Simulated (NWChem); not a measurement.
CH₃FO₂Si₂; SMILES O=C1[SiH2]O[Si@@H]1F

```xyz
9

O     -2.0930    -1.0867     0.0142
C     -0.9673    -0.6645    -0.0170
Si     0.8760    -1.3607     0.2430
O      1.3623     0.1950    -0.2287
Si    -0.0615     1.0441    -0.4441
F     -0.2366     2.1971     0.6660
H      1.3091    -1.6917     1.6246
H      1.3432    -2.3966    -0.7132
H     -0.1426     1.7001    -1.7712
```
Atoms are numbered in this order, from 1.

Program: NWChem. Pople sets run with spherical d functions. Geometry: optimised at B3LYP/6-31G* (spherical d). GIAO values for the isolated, static molecule; σ is the absolute isotropic shielding, δ = σ(reference) − σ with the isolated reference molecule computed at the same levels (13C: tetramethylsilane, 19F: trichlorofluoromethane, 1H: tetramethylsilane, 17O: water, 29Si: tetramethylsilane).

```json
[
 {"level": "Hartree-Fock/6-31G*", "δ C2 (ppm)": "[?]", "δ Si3 (ppm)": "[?]", "δ O4 (ppm)": "[?]", "δ Si5 (ppm)": "[?]", "δ F6 (ppm)": "[?]", "δ H7 (ppm)": "[?]", "δ H9 (ppm)": "[?]"},
 {"level": "BHandHLYP/pcSseg-1", "δ C2 (ppm)": "302.1", "δ Si3 (ppm)": "-16.7", "δ O4 (ppm)": "119.9", "δ Si5 (ppm)": "-24.9", "δ F6 (ppm)": "-141.3", "δ H7 (ppm)": "5.26", "δ H9 (ppm)": "5.20"},
 {"level": "PBE0/pcSseg-1", "δ C2 (ppm)": "300.0", "δ Si3 (ppm)": "-9.5", "δ O4 (ppm)": "132.8", "δ Si5 (ppm)": "-14.9", "δ F6 (ppm)": "-151.9", "δ H7 (ppm)": "5.64", "δ H9 (ppm)": "5.57"},
 {"level": "B3LYP/6-31G*", "δ C2 (ppm)": "276.6", "δ Si3 (ppm)": "4.5", "δ O4 (ppm)": "112.9", "δ Si5 (ppm)": "-4.2", "δ F6 (ppm)": "-135.2", "δ H7 (ppm)": "5.74", "δ H9 (ppm)": "5.74"}
]
```

Task: Some entries are withheld; supply them.

Result: 
- Hartree-Fock/6-31G*, δ C2 (ppm): 283.5
- Hartree-Fock/6-31G*, δ Si3 (ppm): -10.1
- Hartree-Fock/6-31G*, δ O4 (ppm): 80.5
- Hartree-Fock/6-31G*, δ Si5 (ppm): -23.4
- Hartree-Fock/6-31G*, δ F6 (ppm): -102.4
- Hartree-Fock/6-31G*, δ H7 (ppm): 5.43
- Hartree-Fock/6-31G*, δ H9 (ppm): 5.41
